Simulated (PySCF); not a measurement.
## Core-level binding energies of `[H]/N=C\[SiH](N)N`

CH7N3Si.
Numbering: `[H]/[N:1]=[CH:2]\[SiH:3]([NH2:4])[NH2:5]`

Method: delta-SCF UKS SCAN, pcX-2 on the ionised atom, pcseg-1 elsewhere, spin-free X2C (PySCF). Each binding energy is the total energy of the core-ionised species, with the hole localised on one atom, minus that of the ground state; both are solved self-consistently, so orbital relaxation is included.

**Question.** List the computed XPS lines with their assignment.

**Answer.** 
| atom(s) | bonded to | level | binding energy (eV) | 2p1/2 (eV) | above the level's lowest (eV) | count |
| --- | --- | --- | --- | --- | --- | --- |
| N1 | C (double bond) and H | N 1s | 404.41 | – | 0.00 | 1 |
| C2 | N (double bond), H and Si | C 1s | 291.11 | – | 0.00 | 1 |
| Si3 | 2 N, C and H | Si 2p3/2 | 107.01 | 107.63 | 0.00 | 1 |
| Si3 | 2 N, C and H | Si 1s | 1846.97 | – | 0.00 | 1 |
| N4/N5 | 2 H and Si | N 1s | 404.76 | – | +0.35 | 2 |

Lowest listed N 1s: N1, bonded to C (double bond) and H. Highest, 0.35 eV above it: N4/N5, bonded to 2 H and Si.

**Question.** Which photon energy gives electrons from Si 2p3/2 of Si3 a kinetic energy of 50 eV, and what is their de Broglie wavelength?

**Answer.** hν = 107.01 + 50 = 157.01 eV, recoil neglected; λ = 12.264 Å/√(E/eV) = 1.73 Å.

One atom of each set of topologically equivalent atoms was ionised and stands for the set; in this conformer not all members are related by symmetry, and their own values weren't computed. The unrestricted hole states depart most from a pure doublet (⟨S²⟩ = 0.75; over 0.85 named) for C 1s of C2 (0.86), which makes this value less certain. Spin–orbit and ligand-field terms were added within each 2p shell after the spin-free SCF. 2p1/2 minus 2p3/2 (ligand field included): Si 0.62 eV. The structure is a single PBE0-D3(BJ)/def2-SVP conformer in the gas phase; no vibrational or solvent corrections.

The values belong to the conformer `[H]/[N:1]=[CH:2]\[SiH:3]([NH2:4])[NH2:5]`: N1–C2–Si3–N4 22°, H–N4–Si3–C2 -163°, H–N4–Si3–C2 57°, H–N5–Si3–C2 45°, H–N5–Si3–C2 -102°.
